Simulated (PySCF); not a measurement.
Interval between two levels of As by level of theory

As [Ar] 3d10 4s2 4p3 [4S3/2, M_J = 3/2] → As [Ar] 3d10 4s1 4p3 5s1 [6S5/2, M_J = 5/2], as a difference of total energies. Computed with PySCF 2.14 in x2c-SVPall-2c with one added diffuse shell each of s, p, d type (6s7p4d, 47 functions), with the two-component X2C-1e Hamiltonian. Correlated levels: [Ne] frozen. "Screened" scales the spin-orbit matrix elements by Boettger's factors to mimic the two-electron term; Breit and QED terms are absent.

| method | interval between two levels (cm⁻¹) |
| --- | --- |
| GHF (spin-free) | 89688 |
| GMP2 (spin-free) | 98405 |
| GHF (screened spin-orbit) | 89709 |
| GMP2 (screened spin-orbit) | 98423 |

The labels give the starting determinants; with spin-orbit coupling the two ends relaxed to ⟨J²⟩ = 3.75, ⟨L²⟩ = 0.01, ⟨S²⟩ = 3.74 and ⟨J²⟩ = 8.75, ⟨L²⟩ = 0.00, ⟨S²⟩ = 8.75.

The promoted electron is Rydberg-like, and one or two diffuse shells describe it only roughly, which tends to raise the upper state.
